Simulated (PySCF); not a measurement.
**Working out the excitation energy of Cu**

Cu [Ar] 3d10 4s1 (2S) → Cu [Ar] 3d9 4s1 5s1 (4D). All numbers are calculated (PySCF 2.14, a scalar-relativistic core potential, in aug-cc-pVDZ-PP with ECP10MDF (5s5p4d2f, 54 functions)). Frozen: 3s2 3p6. Energies in hartree (1 hartree = 27.21139 eV):

```
             part   Cu (lower)   Cu (upper)
              UHF  -196.165164  -195.988545
MP2 opposite-spin    -0.291425    -0.206747
    MP2 same-spin    -0.172747    -0.126040
```

Question: What does Hartree-Fock give?

Answer: (-195.988545) − (-196.165164) = 0.176619 hartree = 4.806 eV.

Question: What do MP2 and SCS-MP2 (6/5 opposite-spin, 1/3 same-spin) give?

Answer: The opposite-spin parts differ by 2.304 eV and the same-spin parts by 1.271 eV. MP2: 4.806 + (2.304) + (1.271) = 8.381 eV. SCS-MP2: 4.806 + 1.2 × (2.304) + (1.271)/3 = 7.994 eV.

The upper state lies above the first ionisation limit, but in LS coupling its spin forbids autoionisation to the ground ion. A Rydberg-like electron needs more diffuse functions than a valence basis has.

A double-zeta basis recovers only part of the correlation energy.
